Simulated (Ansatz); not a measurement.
One change: `CN[SiH2]N` becomes `CN[SiH2][SiH2]N`.

Ansatz, PBE0-D4/def2-TZVP geometries, multiplicity 1. Each molecule was computed in one conformer, which needn't be the lowest.

```csv
property,`CN[SiH2]N`
LUMO energy (B3LYP/def2-TZVPP) / eV,0.61
LUMO energy (PBE0/def2-TZVPP) / eV,0.91
LUMO energy (PBE/def2-TZVPP) / eV,0.09
size of the dipole moment (B3LYP/def2-TZVPP) / D,0.96
HOMO–LUMO gap (PBE/def2-TZVPP) / eV,5.36
HOMO–LUMO gap (PBE0/def2-TZVPP) / eV,7.53
```

(1) What does the change do to each property? (An estimate is asked.)

## Answers

(1) Ansatz gave: 
| property | `CN[SiH2][SiH2]N` | shift |
| --- | --- | --- |
| LUMO energy (B3LYP/def2-TZVPP) / eV | -0.24 | -0.85 |
| LUMO energy (PBE0/def2-TZVPP) / eV | -0.03 | -0.94 |
| LUMO energy (PBE/def2-TZVPP) / eV | -0.87 | -0.96 |
| size of the dipole moment (B3LYP/def2-TZVPP) / D | 1.39 | 0.43 |
| HOMO–LUMO gap (PBE/def2-TZVPP) / eV | 4.33 | -1.03 |
| HOMO–LUMO gap (PBE0/def2-TZVPP) / eV | 6.47 | -1.06 |

With PBE0 the HOMO rises by 0.12 eV and the LUMO falls by 0.94 eV, so the gap narrows by about 1.06 eV. PBE moves the HOMO by 0.07 eV and ωB97M-V by 0.20 eV. Dipoles are sizes alone; their direction can turn.

B3LYP here is the variant with VWN-RPA as its local correlation; programs differ in this.
